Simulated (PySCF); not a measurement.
**Sb (antimony, neutral) across methods**

[Kr] 4d10 5s2 5p3, high-spin 4S determinant. All numbers are calculated (PySCF 2.14, scalar relativity through the core potential, in aug-cc-pwCVTZ-PP with ECP28MDF).

```csv
method,E (hartree),mean ε 5s α (eV),mean ε 5s β (eV),mean ε 5p α (eV),Σ⟨r²⟩ (bohr²),⟨S²⟩
r2SCAN,-240.3116,-14.194,-11.613,-5.829,58.36,3.752
HSE06,-240.2212,-14.836,-12.219,-6.100,58.79,3.751
M06-L,-240.3677,-13.602,-11.613,-5.338,58.54,3.752
UHF,-239.27786,-19.909,-13.812,-9.097,59.31,3.752
PW91,-240.3038,-13.563,-11.733,-5.505,58.95,3.751
TPSS,-240.1192,-13.669,-11.457,-5.551,58.72,3.751
LDA,-239.8399,-13.684,-12.104,-5.522,58.88,3.751
PBE0,-240.2240,-15.302,-12.499,-6.522,58.65,3.751
```

(1) Estimate the same row for PBE.

Energies and moments cover only the electrons outside the core potential.

Answers

(1) E (hartree) = -240.2093; mean ε 5s α (eV) = -13.499; mean ε 5s β (eV) = -11.661; mean ε 5p α (eV) = -5.466; Σ⟨r²⟩ (bohr²) = 58.98; ⟨S²⟩ = 3.751.
